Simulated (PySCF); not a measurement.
Mg(Cl)(NH2) (ClH2MgN), SMILES [NH2][Mg][Cl]. Heavy atoms are numbered as in [Mg:1]([Cl:2])[NH2:3]. Hydrogens are named by the atom that carries them.

Geometry: r2SCAN-D4/def2-TZVP. One conformer was computed; it need not be the lowest.

All values below come from KT2/pcSseg-2 (PySCF).

GIAO shieldings, no solvent; atoms alike by connectivity are averaged. δ = σ(ref) − σ: ³⁵Cl against HCl (σ = 945.0 ppm); ¹⁵N against NH3 (σ = 261.9 ppm); ¹H against TMS (σ = 31.47 ppm), references at their B3LYP-D3(BJ)/def2-TZVP geometries, non-relativistic (without spin–orbit terms, shifts of atoms bonded to Cl or Br come out too high).

### Question
Estimate the chemical shifts. (Estimate from the structure and the level; the computed values follow.)

### Answer

```json
[
 {"nucleus": "³⁵Cl", "atoms": "Cl2", "count": "1", "δ (ppm)": "-123.4"},
 {"nucleus": "¹⁵N", "atoms": "N3 (NH2)", "count": "1", "δ (ppm)": "-20.0"},
 {"nucleus": "¹H", "atoms": "H on N3", "count": "2", "δ (ppm)": "-0.75"}
]
```
